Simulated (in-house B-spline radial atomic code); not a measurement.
Configurations of Ar⁷⁺, with energies counted from [Ne] 3s1. Level of theory: Dirac-Hartree-Fock, average of configuration, Fermi nucleus of rms radius 3.4274 fm; calculated with a radial B-spline atomic code at the basis-set limit. Energies include first-order Breit, QED and recoil terms.

Occupations are held fixed; configurations that lie above the ionisation limit could autoionise.

| configuration | E - E(ref) (eV) | highest orbital | its <r> (bohr) |
| --- | --- | --- | --- |
| [Ne] (3p3/2)1 | 17.701 | 3p3/2 | 1.204 |
| [Ne] (4f5/2)1 | 88.414 | 4f5/2 | 2.242 |
| [Ne] (6p1/2)1 | 115.73 | 6p1/2 | 5.89 |
| [Ne] (7d3/2)1 | 124.68 | 7d3/2 | 8.571 |

Problem. Order these further configurations by energy, lowest first.
A. [He] 2s2 (2p1/2)1 (2p3/2)4 3s1 (7g7/2)1
B. [He] 2s2 (2p1/2)1 (2p3/2)4 3s1 (5f5/2)1
C. [He] 2s2 (2p1/2)2 (2p3/2)3 3s1 (5d5/2)1
D. [Ne] 6s1

Solution. D (114.01 eV), C (356.82 eV), B (360.72 eV), A (378.14 eV).
